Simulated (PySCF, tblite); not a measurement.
Isomers of C4H14FPSi2, one GFN2-xTB conformer each. Single-point energies are computed at PBE0/pcSseg-1 (PySCF, gas phase, no added dispersion term), electronic only.

```
                  SMILES  GFN2-xTB relative energy (kJ/mol)
C[SiH2]C[C@H](CF)[SiH2]P                              186.6
CC(C)(C)[Si@H](F)[SiH2]P                                0.0
```

Conformers: `[CH3:1][SiH2:2][CH2:3][C@H:4]([CH2:5][F:6])[SiH2:7][PH2:8]` with C1–Si2–C3–C4 -175°, Si2–C3–C4–C5 -71°, C3–C4–C5–F6 -66°, C3–C4–Si7–P8 -57°, C4–Si7–P8–H -164° and 103°; `[CH3:1][C:2]([CH3:3])([CH3:4])[Si@H:5]([F:6])[SiH2:7][PH2:8]` with C2–Si5–Si7–P8 -43°, Si5–Si7–P8–H -162° and -70°.

**Question.** What does PBE0/pcSseg-1 give for the same structures?

**Answer.** 
```json
{"SMILES": "CC(C)(C)[Si@H](F)[SiH2]P", "PBE0/pcSseg-1 E (Eh)": "-1180.36478", "PBE0/pcSseg-1 (kJ/mol)": "0.0", "GFN2-xTB (kJ/mol)": "0.0", "point group": "C1"}
{"SMILES": "C[SiH2]C[C@H](CF)[SiH2]P", "PBE0/pcSseg-1 E (Eh)": "-1180.30273", "PBE0/pcSseg-1 (kJ/mol)": "162.9", "GFN2-xTB (kJ/mol)": "186.6", "point group": "C1"}
```

Both levels put the same isomer lowest. As drawn, the lower has an Si–F bond and an Si–Si bond, which the higher lacks.

**Question.** Which frontier levels, dipoles and rotational constants go with these structures?

**Answer.** 
```tsv
SMILES	HOMO (eV, PBE0/pcSseg-1)	LUMO (eV)	dipole (D)	A, B, C (MHz)
CC(C)(C)[Si@H](F)[SiH2]P	-7.61	-0.73	1.36	1521, 794.6, 610.5
C[SiH2]C[C@H](CF)[SiH2]P	-7.51	0.31	0.52	1228, 661.4, 467.2
```

**Question.** What happens when harmonic zero-point energies from GFN2-xTB frequencies are added?

**Answer.** 
```
                  SMILES  ZPE (kJ/mol)  electronic (kJ/mol)  with ZPE (kJ/mol)
CC(C)(C)[Si@H](F)[SiH2]P         435.9                  0.0                0.0
C[SiH2]C[C@H](CF)[SiH2]P         424.7                162.9              151.7
```

The zero-point energies span 11.2 kJ/mol. The order is unchanged.
